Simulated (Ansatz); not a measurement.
CF₂I, SMILES F[C](F)I, multiplicity 2.

Geometry: B3LYP-D3(BJ)/def2-SVP. The isomer is the one that the SMILES or the coordinates give; other isomers of the formula were not compared. The def2 effective core potentials stand for the cores of I; spin–orbit coupling is left out.

Two levels are set side by side: PBE/def2-SVPD (Ansatz, a first-principles code) and ωB97X-V/def2-SVPD (Ansatz). Energy differences of separate SCF runs at the same geometry; the states with an electron removed or added have multiplicity 1 and 1. Differences are taken from unrounded values.

```json
[
 {"quantity": "vertical ionisation energy (eV)", "ωB97X-V": "9.47"},
 {"quantity": "vertical electron affinity (eV)", "ωB97X-V": "0.94"}
]
```

Problem. What does PBE give, and how far is it from ωB97X-V? (An estimate is asked for; the answer gives what the named calculation found.)

Solution. 
```tsv
quantity	PBE	PBE minus ωB97X-V
vertical ionisation energy (eV)	9.07	-0.40
vertical electron affinity (eV)	0.99	0.05
```
